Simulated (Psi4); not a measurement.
Noncovalent pair: H2S (SMILES S) (first 3 atoms) with ClH3Si (SMILES [SiH3]Cl); geometry from B3LYP-D3(BJ)/def2-TZVP, rigid monomers moved along the line of their centres of mass till S1···Si4 is 6.78 Å.
(charge 0, multiplicity 1):
```json
[
 {"atom": "S", "x (Å)": "1.2014", "y (Å)": "-0.0802", "z (Å)": "-0.5346"},
 {"atom": "H", "x (Å)": "-0.0448", "y (Å)": "-0.5280", "z (Å)": "-0.3149"},
 {"atom": "H", "x (Å)": "0.8454", "y (Å)": "1.1874", "z (Å)": "-0.2732"},
 {"atom": "Si", "x (Å)": "-0.4016", "y (Å)": "0.5699", "z (Å)": "6.0214"},
 {"atom": "Cl", "x (Å)": "-2.0966", "y (Å)": "1.4596", "z (Å)": "5.2237"},
 {"atom": "H", "x (Å)": "-0.3307", "y (Å)": "-0.8217", "z (Å)": "5.5429"},
 {"atom": "H", "x (Å)": "-0.5425", "y (Å)": "0.6029", "z (Å)": "7.4914"},
 {"atom": "H", "x (Å)": "0.7790", "y (Å)": "1.3443", "z (Å)": "5.6007"}
]
```

The numbers are results of SAPT0/jun-cc-pV(D+d)Z (Psi4 1.11), not measurements.

Q: Give the four SAPT terms and the total, and say what mostly holds the pair together.

A: electrostatics -0.7, exchange 0.0, induction 0.0, dispersion -0.2, total -0.8 kJ/mol; the largest attraction is electrostatics.
